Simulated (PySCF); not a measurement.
Two species compared at the same levels of theory.

First species: C4H2F5PS.
Bonds: F1–C2, C2–C3 (double), C3–F4, C3–P5, P5–S6 (double), P5–C7, C7–C8, C8–F9, C8–F10, C8–F11, C2–P5. Hydrogens: H12, H13 on C7.

Second species: C3H9FO3Si2.
Numbering: `[CH3:1][O:2][C@H:3]([F:4])[SiH2:5][SiH2:6][C:7](=[O:8])[OH:9]` (hydrogens: H10, H11, H12 on C1; H13 on C3; H14, H15 on Si5; H16, H17 on Si6; H18 on O9)

Levels: PBE0/pcSseg-1 for HOMO energy, LUMO energy and HOMO–LUMO gap. Geometries: GFN2-xTB. Each species is one conformer at its optimised geometry, gas phase, non-relativistic unless stated; the electronic structure was computed with PySCF and density fitting.

The conformers computed, where there is a choice (atom-mapped SMILES and torsion angles):
- `[F:1][C:2]1=[C:3]([F:4])[P:5]1(=[S:6])[CH2:7][C:8]([F:9])([F:10])[F:11]`: C3–P5–C7–C8 138°, P5–C7–C8–F9 -154°

The conformers of `CO[C@H](F)[SiH2][SiH2]C(=O)O` aren't listed.

Values for the first species:

```
HOMO energy   : -7.56 eV
LUMO energy   : -1.14 eV
HOMO–LUMO gap : 6.42 eV
```

Task: Estimate the same properties for the second species, and the change in each.

Result: 
```
     property     first    second  second less first
  HOMO energy  -7.56 eV  -7.60 eV           -0.04 eV
  LUMO energy  -1.14 eV  -0.68 eV           +0.46 eV
HOMO–LUMO gap   6.42 eV   6.92 eV           +0.50 eV
```

